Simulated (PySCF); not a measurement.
# Li5: fields on a plane

Computed with UPBE in PySCF with Li def2-SVP; no relativity; density-fitted integrals.

The doublet minimum has Li–Li 2.741 Å (×2), Li–Li 3.007 Å (×2), Li–Li 3.087 Å, Li–Li 3.103 Å (×4); Li–Li–Li 53.3° (×4), Li–Li–Li 55.7° (×2), Li–Li–Li 59.7° (×2), Li–Li–Li 60.2° (×4), Li–Li–Li 61.6° (×4), Li–Li–Li 65.1° (×4), Li–Li–Li 68.5°, Li–Li–Li 113.1° (×2), Li–Li–Li 118.9°.

The plane holds Li1 at (0.00, 0.00), Li2 at (2.74, 0.00), Li3 at (1.74, 2.55) Å. Columns run from x = -1.95 to 4.95 Å, rows from y = 4.95 (top) to -1.95 Å, in steps of 0.3 Å. Other isomers or separated fragments may lie lower.

Give the electrostatic potential (V) (cut at 20 V). Lower edges of the bins (V): '_' -0.40, '.' -0.28, ':' -0.09, '-' 0.21, '=' 0.69, '+' 1.45, '*' 2.66, '#' 4.57, '%' 7.60, '@' 12.40; top 20.0, each point printed twice.


```
::::::::::----------------------::::::..........
::::::::::--------==========------::::::........
::::::::--------======++++======----::::........
::::::::------====++++++++++++====--::::........
::::::------====++++**********++====--::....____
::::::------====++**####%%####**++==--::..______
::::::------==++****##%%@@@@%%##**==--::..______
::::::------==++**##%%@@@@@@@@##**++--::________
::::--------==++**##%%@@@@@@@@%%**++--..________
------------====++##%%@@@@@@@@##**==--..________
----------======++**##%%@@@@%%##++==--::..____..
----============++++**######****++==--::::......
--====++++++++++++++++++++****++++++====----::::
====++++****##****++====++++********++++==------
==++++**##%%%%%%##**++==++**##%%%%####**++====--
==++**##%%@@@@@@@@##**++**##%%@@@@@@%%##**++==--
==++**##%%@@@@@@@@%%**++**%%@@@@@@@@%%##**++====
==++**##%%@@@@@@@@%%******%%@@@@@@@@%%##**++++==
==++**##%%@@@@@@@@##**++**##%%@@@@@@%%##**++++==
====++**##%%%%%%##**++++++**##%%%%%%##****++====
--==++++****##****++======++**######****++++====
----====++++++++++==------==++********++++======
------==========--::::::::--====++++++++======--
::::----------::::..__....::--==============----
```

Give the lowest empty orbital (Å^-3/2) at -2.28 eV (cut at ±0.3; overall sign arbitrary). Lower edges of the bins (Å^-3/2): '0' -0.250, '1' -0.205, '2' -0.160, '3' -0.115, '4' -0.070, '5' -0.024, '6' 0.021, '7' 0.066, '8' 0.111, '9' 0.156; top 0.20.


```
555554444444444555555555
555544444444444555555555
555444444444444555555555
554444444334444555555555
544444433333444555555555
544444333333344555555555
444443333233445555555555
444433332223566666666555
444333322224986666666665
444333222234676666666666
443333222234566666666666
443332222334566677776666
433322223344566677777666
433322223345566777777766
433322233445666677777766
433323344555666557777776
433333676566665106777776
443334786666665106787776
444445666667776667877776
444445566667777777877776
444455566667777777777766
444555566667777777777766
555555566666677777777666
555555556666666777766666
```

The determinant is spin-contaminated (⟨S²⟩ = 0.96, pure value 0.75).
